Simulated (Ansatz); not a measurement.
Relaxation of C2H5BrN2 (10 atoms, charge 0, multiplicity 1), to a largest force component of 0.015 eV/Å in at most 40 steps.

All numbers below come from RKS B3LYP-D4/def2-SVP (Ansatz 0.2.0).

```xyz
10
Properties=species:S:1:pos:R:3
C -0.753 -1.156 0.417
N -0.171 0.157 0.651
C 0.596 0.754 -0.288
N 1.194 0.209 -1.327
Br 1.054 2.580 -0.011
H -1.546 -1.007 -0.393
H -0.040 -1.871 0.130
H -1.271 -1.435 1.306
H -0.661 0.809 1.308
H 1.680 0.908 -1.789
```

Question: Where does it end, and by what steps?

Answer: It converged. After 9 steps the energy has fallen by 0.553 eV; Br5 moved furthest, 0.23 Å.

```tsv
step	energy less start (eV)	largest force component (eV/Å)	accepted
0	0.0000	3.549	yes
1	-0.4381	2.054	yes
2	-0.4987	1.567	yes
3	-0.5279	0.696	yes
4	-0.5470	0.312	yes
5	-0.5503	0.086	yes
6	-0.5521	0.097	yes
7	-0.5526	0.038	yes
8	-0.5527	0.018	yes
9	-0.5528	0.011	yes
```

```xyz
10
Properties=species:S:1:pos:R:3
C -0.770 -1.102 0.395
N -0.226 0.226 0.603
C 0.609 0.777 -0.311
N 1.047 0.201 -1.340
Br 1.076 2.633 0.210
H -1.479 -1.136 -0.452
H 0.042 -1.810 0.175
H -1.288 -1.422 1.310
H -0.628 0.831 1.304
H 1.700 0.750 -1.893
```

Time of the run: 36 s on 2 threads of Arm Neoverse V1, with other jobs on the host, peak memory 0.28 GiB.
